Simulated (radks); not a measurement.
Numerical settings for neutral rhenium, [Xe] 4f14 5d5 6s2. Calculated with a radial shooting solver on a logarithmic mesh with Libxc functionals: Dirac Kohn-Sham, PBEsol, spin-unpolarised, spherical densities, finite nucleus; open shells fill j = l - 1/2 first; Fermi nuclear charge, rms radius 5.3698 fm. The defaults (mesh step 0.008 in ln r, mesh end at 40 bohr or more with all orbitals vanishing there, Anderson mixing 0.5 over 9 steps, residual threshold near 1e-9 with the energy settled to 1e-9 hartree or 1e-11 of itself, here a cap of 87 iterations) give E = -16710.160 hartree and 5d5/2 at -4.839 eV in 15 iterations. Run on one thread of a shared host, so times are rough (Intel(R) Xeon(R) 6975P-C): 0.14 s of CPU time, 0.14 s wall, 15 iterations on 2440 mesh points. Changes against that run (0 stands for a change within the tolerance of the run):

setting                    iterations  converged  E (mhartree)  e(5d5/2) (meV)  CPU (s)
mesh step in ln r 0.2               4         no      diverged               -     0.01
mesh step in ln r 0.003            15        yes             0               0     0.35
mesh step in ln r 0.12              4         no      diverged               -     0.01
mesh end (bohr) 400                15        yes             0               0     0.14
mesh end (bohr) 12                 15        yes       +0.0192           +2.04     0.13
residual threshold 0.01            10        yes             0         +0.0862     0.11
residual threshold 1e-13           21        yes             0               0     0.17
mixing 2.5                         22        yes             0               0      0.2
linear mixing, mixing 0.8          87         no     +1.16e+05        -3.4e+05      2.1
linear mixing, mixing 0.5          30        yes             0               0     0.22
mixing history 2                   25        yes             0               0     0.19
iteration cap 5                     5         no        +0.368           +39.9     0.06

No run marked as converged misses the energy by more than 1 mhartree. A mesh that ends early acts as a hard wall.
